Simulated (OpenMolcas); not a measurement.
**Pt2+ in a point-charge field**

Pt2+ among 6 point charges of -1.5 e arranged as an octahedron (Oh), 1.96 Å from the ion.

```yaml
Program: OpenMolcas
Method: CASSCF
Basis: ANO-RCC-VDZP [7s6p4d2f]
Scalar_Hamiltonian: DKH2, point nucleus
Active_space: 8 electrons in 5 orbitals (5d)
State_averaging: 2S+1 = 3 even, 10 roots; 2S+1 = 1 even, 15 roots
Spin-orbit_coupling: RASSI with atomic mean-field integrals over the reference wave functions
```

The lowest spin-free states (labels of O, the rotations of Oh), above the lowest:

```json
{"State": "3A2", "Degeneracy": "1", "E (cm-1)": "0.0", "Free-ion L (%)": "F (100)"}
{"State": "3T2", "Degeneracy": "3", "E (cm-1)": "11280", "Free-ion L (%)": "F (100)"}
{"State": "1E", "Degeneracy": "2", "E (cm-1)": "13784", "Free-ion L (%)": "D (69)"}
{"State": "3T1", "Degeneracy": "3", "E (cm-1)": "17986", "Free-ion L (%)": "F (76)"}
{"State": "1A1", "Degeneracy": "1", "E (cm-1)": "23182", "Free-ion L (%)": "G (91)"}
{"State": "1T2", "Degeneracy": "3", "E (cm-1)": "24141", "Free-ion L (%)": "D (78)"}
{"State": "1T1", "Degeneracy": "3", "E (cm-1)": "28167", "Free-ion L (%)": "G (100)"}
{"State": "3T1", "Degeneracy": "3", "E (cm-1)": "28637", "Free-ion L (%)": "P (76)"}
{"State": "1E", "Degeneracy": "2", "E (cm-1)": "36985", "Free-ion L (%)": "G (69)"}
{"State": "1T2", "Degeneracy": "3", "E (cm-1)": "37271", "Free-ion L (%)": "G (78)"}
{"State": "1A1", "Degeneracy": "1", "E (cm-1)": "58756", "Free-ion L (%)": "S (91)"}
```

The lowest levels with spin-orbit coupling:

```csv
E (cm-1),Degeneracy,Label,2S+1
0.0,3,T2,3
8189,2,E,3 (77 %)
10652,3,T1,3
13256,2,E,3 (54 %)
13975,1,A1,3 (86 %)
15032,3,T2,3 (86 %)
17119,1,A2,3
21145,3,T1,3
23335,3,T2,3 (60 %)
24554,3,T2,3
28007,1,A1,1 (71 %)
28780,2,E,3 (59 %)
32099,3,T1,1 (67 %)
32778,1,A1,3 (74 %)
33528,2,E,3
34621,3,T1,3 (72 %)
36933,3,T2,1 (56 %)
43206,2,E,1 (86 %)
43585,3,T2,1 (79 %)
66247,1,A1,1 (89 %)
```

Powder χT (cm3 K/mol): 2.16 at 2 K, 2.16 at 10 K, 2.17 at 50 K, 2.18 at 100 K, 2.2 at 200 K, 2.21 at 300 K. The effective moment at 300 K is 2.828 √(χT) = 4.21 μB.

The lowest level has 2S+1 = 3, for which the spin-only value is χT = S(S+1) / 2 = 1.000 cm3 K/mol (g = 2). The computed 2.215 at 300 K differs by +1.215, through orbital momentum, spin-orbit coupling and any other state in reach.

A least-squares ligand-field fit to the states below 45000 cm-1, each weighted by its degeneracy and with a free common offset, gives 10Dq = 10833 cm-1, B = 869 cm-1 and C = 3325 cm-1 (C/B = 3.83), with an rms deviation of 162 cm-1.

Without dynamic correlation the repulsion within the d shell is too large (B by tens of per cent), so at a given field states of lower spin stand too high. Real 4d8 and 5d8 ions are as a rule square planar and diamagnetic. This is an electrostatic model: the charges have no orbitals. No measured value stands beside these numbers.
